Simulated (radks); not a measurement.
Values are calculated unless marked as measured or tabulated.
Question: These are the eigenvalues of the occupied orbitals of an atom or ion with whole-number occupations (hartree). Level of theory: scalar-relativistic Kohn-Sham, BLYP, spin-polarised, spherical densities, finite nucleus; Fermi nuclear charge, rms radius of each element as measured or else 0.836 A^(1/3) + 0.57 fm (a radial shooting solver on a logarithmic mesh with Libxc functionals).

1s up: -3334.239
1s down: -3334.230
2s up: -602.2126
2s down: -602.2019
2p up: -515.9335
2p down: -515.9237
3s up: -148.1895
3s down: -148.1817
3p up: -123.5261
3p down: -123.5179
3d up: -98.69255
3d down: -98.68300
4s up: -36.85905
4s down: -36.84420
4p up: -28.77081
4p down: -28.75532
4d up: -19.50908
4d down: -19.49060
5s up: -9.38636
4f up: -9.30742
4f down: -9.28491
5p up: -7.05230
5p down: -6.98252
5d up: -4.36878
5d down: -4.31000

Which element is it, and in what charge state? The configuration may be excited. Open shells, if any, are filled with parallel spins first.

Answer: Z = 83, bismuth, charge +7: Bi7+ in [Kr] 4d10 4f14 5s1 5p6 5d9. The list shows which subshells hold electrons but not how many an open one holds; the 1s level, -3334.2 hartree, gives Z - s = 81.7 by -(Z - s)^2/2, which with screening and relativity narrows Z to a few neighbours, and the depths of the outer levels then fix element, charge and occupations together.
